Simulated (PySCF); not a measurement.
FH7OSi3, SMILES O[SiH2][Si@H](F)[SiH3]. Atoms are numbered in the order given.

```xyz
12

O     -0.4661     2.1668    -0.4913
Si    -1.2936     1.1121     0.5150
Si    -0.2835    -0.9311    -0.0442
F     -0.1823    -1.8738     1.2933
Si     1.8618    -0.4319    -0.8530
H     -0.6667     3.1049    -0.4211
H     -1.0688     1.4264     1.9630
H     -2.7709     1.1589     0.2695
H     -1.0676    -1.6922    -1.0658
H      2.5813     0.4503     0.1141
H      2.6595    -1.6808    -1.0553
H      1.7179     0.2732    -2.1623
```

Geometry optimised at PBE0-D3(BJ)/def2-SVP. The structure was generated by enumeration; whether it is a known compound was not checked. One conformer was computed; it need not be the lowest.

Two levels are set side by side: PBE/pcSseg-1 (PySCF) and KT2/pcSseg-1 (PySCF). GIAO shifts against CFCl3 (¹⁹F), H2O (¹⁷O), TMS (²⁹Si), TMS (¹H) at the same level; non-relativistic, no solvent, atoms listed together averaged. Differences are taken from unrounded values.

```
quantity                  KT2
---------------------  ------
δ(¹⁷O) of O1 (ppm)       -6.4
δ(²⁹Si) of Si2 (ppm)    -18.2
δ(²⁹Si) of Si3 (ppm)     32.1
δ(¹⁹F) of F4 (ppm)     -302.8
δ(²⁹Si) of Si5 (ppm)   -108.0
δ(¹H) of H6 (ppm)        0.19
δ(¹H) of H7, H8 (ppm)    5.92
δ(¹H) of H9 (ppm)        6.62
```

Question: What does PBE give, and how far is it from KT2? (An estimate is asked for; the answer gives what the named calculation found.)

Answer: 
| quantity | PBE | PBE minus KT2 |
|---|---|---|
| δ(¹⁷O) of O1 (ppm) | -1.9 | 4.4 |
| δ(²⁹Si) of Si2 (ppm) | -20.7 | -2.4 |
| δ(²⁹Si) of Si3 (ppm) | 32.2 | 0.1 |
| δ(¹⁹F) of F4 (ppm) | -293.9 | 8.9 |
| δ(²⁹Si) of Si5 (ppm) | -110.5 | -2.5 |
| δ(¹H) of H6 (ppm) | 0.23 | 0.04 |
| δ(¹H) of H7, H8 (ppm) | 5.98 | 0.06 |
| δ(¹H) of H9 (ppm) | 6.67 | 0.04 |

Rough cost on one machine, each run with all the roots and properties that it gave: KT2 against PBE within a factor of 2.
